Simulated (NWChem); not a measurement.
System: C3H5, doublet; SMILES C=[C]C

```xyz
8

C      0.0875    -1.3531     0.0000
C     -0.3838    -0.1266    -0.0002
C      0.0672     1.2651    -0.0004
H     -0.5679    -2.2317    -0.0004
H      1.1724    -1.5526     0.0005
H      1.1729     1.3299     0.0033
H     -0.2985     1.8045    -0.8894
H     -0.3044     1.8069     0.8846
```
Atoms are numbered in this order, from 1.

Level: PBE0/def2-SVP, spin-unrestricted (NWChem), optimised geometry, unscaled harmonic frequencies. 

```
frequency (cm⁻¹)  IR intensity (km/mol)
----------------  ---------------------
184                                 3.5
311                                 4.5
485                                 5.9
882                                48.0
891                                 0.1
947                                 6.5
1031                                1.0
1089                                1.8
1361                                1.4
1395                                3.2
1425                                9.4
1437                               14.9
1792                               20.2
3006                               17.2
3073                                6.4
3105                                7.5
3135                                3.9
3196                                2.4
```

```json
{
  "zero_point_energy": "41.1 kcal/mol",
  "thermal correction to the enthalpy at 298.15 K (with zero-point energy)": "44.4 kcal/mol",
  "heat capacity Cv": "13.3 cal/(mol K)",
  "entropy at 298.15 K and 1 atm (symmetry number 1, electronic part: spin degeneracy alone)": "65.0 cal/(mol K)",
  "dipole_moment": "0.93 D"
}
```

Rigid rotor and harmonic oscillator.
